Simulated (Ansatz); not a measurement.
The multiplicity was assumed; other spin states weren't computed. def2 core potentials replace the inner electrons of Au.

A geometry relaxed with PBE-D3(BJ)/def2-SVP (Ansatz, a program for electronic structure), charge 0, multiplicity 1:

```xyz
16

S     -3.2903     2.1882     2.2565
H     -0.2114     2.2318     0.0330
H     -1.8062     0.6529    -0.9405
Au    -4.3013     1.8955     4.2759
Au     4.1491    -1.9691    -4.3889
Si    -1.8357     0.5886     2.2543
H     -2.4502    -0.7838     2.3308
Si    -0.7908     0.8469     0.1557
H      2.0448    -0.4157     0.8945
S      3.4386    -2.0189    -2.2259
H     -0.8080     0.7096     3.3478
Si     0.9376    -0.7397    -0.0739
H      2.1146     0.7382    -2.6497
H      0.4140    -2.1177     0.2365
H      0.6501    -1.1307    -3.2170
Si     1.7452    -0.6762    -2.2891
```

Q: Write the SMILES of this molecule.

A: `[Au][S][SiH2][SiH2][SiH2][SiH2][S][Au]`
